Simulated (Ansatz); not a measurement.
neopentane (C5H12), singlet, at a GFN2-xTB geometry. Base run: BLYP/6-31G* (Ansatz, an electronic-structure program).

Geometry (Å):
```xyz
17

C     -0.3422    -0.4409     1.4246
C      0.0000     0.0000     0.0000
C      0.1403     1.5230    -0.0427
C     -1.1165    -0.4362    -0.9509
C      1.3184    -0.6459    -0.4310
H     -1.2779     0.0086     1.7499
H     -0.4462    -1.5226     1.4758
H      0.4410    -0.1395     2.1170
H      0.3839     1.8568    -1.0491
H     -0.7884     2.0015     0.2610
H      0.9306     1.8534     0.6280
H     -2.0637     0.0134    -0.6606
H     -1.2320    -1.5178    -0.9348
H     -0.8914    -0.1313    -1.9707
H      1.2388    -1.7306    -0.4073
H      2.1260    -0.3475     0.2339
H      1.5794    -0.3441    -1.4431
```
All else is at Ansatz's defaults.

Variants of this job, named by their change:

```tsv
change	E (Eh)
base	-197.61798
functional = B97M-V	-197.76694
functional = wB97X	-197.71783
functional = PBE-QIDH	-197.41336
functional = revpbe	-197.69287
functional = pbe0	-197.51696
functional = pbe; dispersion = d4	-197.47944
functional = r2scan	-197.62705
functional = wB97M-V	-197.63173
functional = B2PLYP	-197.49352
functional = pbe	-197.46700
functional = lc_wpbe	-197.65390
functional = B2GP-PLYP	-197.43768
```

Total energies compare only within one method and basis.
